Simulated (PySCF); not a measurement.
ReOCl4 (doublet state).
Atom-mapped SMILES: `[O:1]=[Re:2]([Cl:3])([Cl:4])([Cl:5])[Cl:6]`

A GFN2-xTB structure was refined with PySCF, PBE0-D3(BJ)/def2-SVP geometry optimisation, gas phase, def2 core potentials past Kr. Its GFN2-xTB values:

```json
{"coordinate": "O1=Re2", "GFN2-xTB": "1.661 Å"}
{"coordinate": "Re2–Cl3", "GFN2-xTB": "2.274 Å"}
{"coordinate": "Re2–Cl4", "GFN2-xTB": "2.182 Å"}
{"coordinate": "O1–Re2–Cl3", "GFN2-xTB": "92.8°"}
{"coordinate": "O1–Re2–Cl4", "GFN2-xTB": "125.9°"}
{"coordinate": "Cl3–Re2–Cl4", "GFN2-xTB": "87.0°"}
{"coordinate": "Cl3–Re2–Cl5", "GFN2-xTB": "172.0°"}
{"coordinate": "Cl4–Re2–Cl6", "GFN2-xTB": "108.9°"}
```

Problem. How do these coordinates change at the PBE0-D3(BJ)/def2-SVP level?

Solution. 
| coordinate | PBE0-D3(BJ)/def2-SVP (Å or °) | change |
| --- | --- | --- |
| Re2–Cl4 | 2.283 | +0.101 |
| Re2–Cl3 | 2.285 | +0.011 |
| O1=Re2 | 1.651 | -0.010 |
| Cl4–Re2–Cl6 | 149.1 | +40.2 |
| Cl3–Re2–Cl5 | 146.1 | -25.9 |
| O1–Re2–Cl4 | 105.4 | -20.5 |
| O1–Re2–Cl3 | 107.0 | +14.2 |
| Cl3–Re2–Cl4 | 85.3 | -1.7 |

The energy falls by 0.435 eV over 14 energy and gradient evaluations, the largest force component goes from 0.0294 to 3.1e-04 Eh/bohr, and the atoms move by 0.540 Å rms after alignment. The bond that changes most is Re2–Cl4 (ends: rhenium bonded to 4 Cl and O; chlorine bonded to Re), which lengthens by 0.101 Å. Bonds longer at the end by more than 0.005 Å: 3 of 5; shorter: 1. Rotational constants go from 1379, 1000, 864.8 to 1195, 1181, 751.1 MHz.

The run used 118 basis functions and 140 SCF cycles in all.

No PBE0-D3(BJ)/def2-SVP frequencies stand behind this structure, so it isn't proved a minimum. ⟨S²⟩ = 0.756 (exact for a doublet: 0.75).
